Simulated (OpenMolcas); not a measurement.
## Lines of N3+: computed and rescaled rates

```yaml
Program: OpenMolcas
Method: "MS-CASPT2, IPEA 0.25 Eh, imaginary shift 0.1 Eh (closed shells correlated: 1s)"
Basis: ANO-RCC-VQZP [5s4p3d2f1g]
Scalar_Hamiltonian: DKH2, point nucleus
Active_space: 2 electrons in 4 orbitals (2s 2p)
State_averaging: 2S+1 = 3 even, 3 roots; 2S+1 = 1 even, 7 roots; 2S+1 = 3 odd, 3 roots; 2S+1 = 1 odd, 3 roots
Spin-orbit_coupling: state interaction with AMFI integrals over the reference wave functions, term energies averaged over their components
```

Rates come from the transition moments of the reference wave functions (E1 and E2 in the length form). At fixed line strength A goes as λ^-3 for E1 and M1 and as λ^-5 for E2, so a rate at the computed wavelength can be rescaled to the measured one. Measured vacuum wavelengths follow from level energies in Moore, Selected Tables of Atomic Spectra, NSRDS-NBS 3, section 4. Branching counts decays inside the model space alone, at computed energies, and the table is only a selection of the E1 lines, drawn from those between levels with measured partners whose computed energy lies within a factor of 1.5 of the measured one.

```
     Upper       Lower  Type  λ computed (nm)  λ measured (nm)  A computed (s-1)  A rescaled (s-1)  Branching %
   2p² ¹S₀  2s 2p ¹P°₁    E1            96.07            95.53          3.51e+09          3.57e+09        100.0
2s 2p ¹P°₁     2s² ¹S₀    E1            75.69            76.51          2.31e+09          2.24e+09        100.0
   2p² ³P₀  2s 2p ³P°₁    E1            92.26            92.37          1.91e+09          1.90e+09        100.0
   2p² ³P₂  2s 2p ³P°₂    E1            92.21            92.32          1.43e+09          1.42e+09         74.9
   2p² ³P₁  2s 2p ³P°₂    E1            92.32            92.43          7.94e+08          7.91e+08         41.5
   2p² ³P₁  2s 2p ³P°₀    E1            92.15            92.25          6.39e+08          6.37e+08         33.4
   2p² ³P₂  2s 2p ³P°₁    E1            92.09             92.2          4.80e+08          4.78e+08         25.1
   2p² ³P₁  2s 2p ³P°₁    E1             92.2            92.31          4.78e+08          4.76e+08         25.0
   2p² ¹D₂  2s 2p ¹P°₁    E1            172.9            171.9          3.06e+08          3.11e+08        100.0
2s 2p ³P°₁     2s² ¹S₀    E1            148.5            148.6          5.41e+02                          100.0
```

Spin-changing lines and M1 lines between different terms are not rescaled, since their strength hangs on the term gaps too.

The largest correction is for 2s 2p ¹P°₁ → 2s² ¹S₀ (E1): 2.31e+09 × (75.69 / 76.51)^3 = 2.24e+09 s-1, a factor of 0.97.

The computed rate and branching of 2s 2p ¹P°₁ → 2s² ¹S₀ give the upper level a radiative lifetime of 1.000 / 2.31e+09 s-1 = 4.33e-10 s, counting decays inside the model space alone. The rescaled rate gives about 4.5e-10 s.

No measured rate stands beside these. Rescaling mends the energy factor alone: line strengths can still be far off where a level mixes with configurations outside the active space, and weak or spin-changing lines hang on small mixing coefficients that depend on the term gaps too, so rescaling need not improve them.

Measured partners are found by configuration, term and J. A level has none where our copy of the source lacks it or the pairing is in doubt (some pairs that miss far off the trend of their configuration count as doubtful). Levels of configurations outside the active space are missing.

° marks odd parity.
